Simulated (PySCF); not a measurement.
C₃H₁₁FSi₂, SMILES CC(C)[SiH2][SiH2]F. Atoms are numbered in the order given.

```xyz
17

C     -1.9816     0.8674    -0.4797
C     -1.3633    -0.5029    -0.7942
C     -1.5885    -1.5022     0.3513
Si     0.4924    -0.3478    -1.2011
Si     1.5737     0.7461     0.5819
F      0.8506     0.2591     1.9767
H     -3.0702     0.7807    -0.3231
H     -1.5561     1.2915     0.4457
H     -1.8187     1.5963    -1.2900
H     -1.8388    -0.8998    -1.7104
H     -1.0807    -1.1688     1.2703
H     -1.2078    -2.5054     0.1022
H     -2.6636    -1.6006     0.5797
H      1.0997    -1.6965    -1.4155
H      0.7091     0.4652    -2.4387
H      1.4208     2.2284     0.5031
H      3.0265     0.4261     0.6904
```
Charge 0, spin multiplicity 1.

The structure is a stationary point at B3LYP-D3(BJ)/def2-SVP. The structure was generated by enumeration, and PubChem lists no compound with its InChIKey, so it may never have been made. The values are those of a single conformer.

The numbers are results of PySCF with PBE/def2-TZVP, not measurements.

The molecule is in vacuum.

Computed frontier levels, gap, dipole moment:
| Item | Value |
|---|---|
| highest occupied level | -6.67 eV |
| lowest empty level | -1.53 eV |
| orbital gap | 5.14 eV |
| dipole moment | 1.32 D |
| quadrupole, principal values (traceless, Buckingham form, about the centre of nuclear charge) | -4.44, 0.56, 3.88 D·Å |
